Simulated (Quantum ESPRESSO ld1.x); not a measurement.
Values are calculated unless marked as measured or tabulated.
Question: The aim is the holmium ion Ho3+ in [Xe] 4f10. This ld1.x (Quantum ESPRESSO 7.5) run was made with `OMP_NUM_THREADS=1 ld1.x < ld1.in > ld1.out`. Can the result be used? Name any fault.

```
 &input
    zed=67.0,
    iswitch=1,
    rel=2,
    dft='PZ',
    config='[Xe] 4f10 8s1',
    lsmall=.true.,
    prefix='ld1',
    max_out_wfc=37,
    file_charge='ld1.rho',
 /
```

Output (excerpt):

```
     Program LD1 v.7.5 starts

 %%%%%%%%%%%%%%%%%%%%%%%%%%%%%%%%%%%%%%%%%%%%%%%%%%%%%%%%%%%%%%%%%%%%%%%%%%%%%%
     Error in routine el_config (13):
     wrong main quantum number
 %%%%%%%%%%%%%%%%%%%%%%%%%%%%%%%%%%%%%%%%%%%%%%%%%%%%%%%%%%%%%%%%%%%%%%%%%%%%%%

     stopping ...
```

Answer: No (refused). The line at issue: config='[Xe] 4f10 8s1'. The program stops in el_config with "wrong main quantum number": the config string takes n from 1 to 7 alone. The sound input gives -12618.79 hartree.
